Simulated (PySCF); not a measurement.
Atoms are numbered as in `[CH:1]#[C:2]/[C:3](=[CH:4]\[F:5])[C:6](=[O:7])[NH:8][CH3:9]` (H(Xn): hydrogen on atom n).

- coordinates at the GFN2-xTB level
- σ from GIAO-PBE0/pcSseg-1
- run in PySCF 2.14.0 with density-fitted response routines
- fast rotation and ring inversion assumed for equivalent nuclei, no relativistic terms, no solvent, one computed conformer

Predict the 2D correlation tables (HSQC, COSY, HMBC).

Results:



HSQC (one-bond C–H):
```
          δH          δC
8.28 (H(C4))  181.3 (C4)
3.29 (H(C1))   99.0 (C1)
3.21 (H(C9))   26.3 (C9)
```

COSY cross peaks (H two or three bonds apart, from the bond graph; peaks can be absent where the dihedral angle is near 90°):
```
          δH            δH
6.04 (H(N8))  3.21 (H(C9))
```

HMBC (two and three bonds, from the bond graph):
```
          δH                                 δC
8.28 (H(C4))  162.3 (C6), 106.7 (C3), 78.8 (C2)
6.04 (H(N8))  162.3 (C6), 106.7 (C3), 26.3 (C9)
3.29 (H(C1))              106.7 (C3), 78.8 (C2)
3.21 (H(C9))                         162.3 (C6)
```

Shifts are taken against calculated references (same method and geometry level): TMS for 1H (σref 31.72) and 13C (σref 186.93).

The OH or NH signal is concentration- and solvent-dependent in practice; the value given is the gas-phase one. Shifts are as computed. Against solution values, carbons near 30 ppm lie about +3 ppm off and those near 130 ppm about +5 ppm. Of 1211 compounds with measured shifts, 218 miss one by over three times the rms of a fit or turn the order of signals round; such compounds aren't used in these exercises. Hydrogen bonding in solution deshields acid and N–H amide carbonyl carbons by as much as 10 ppm beyond these values.
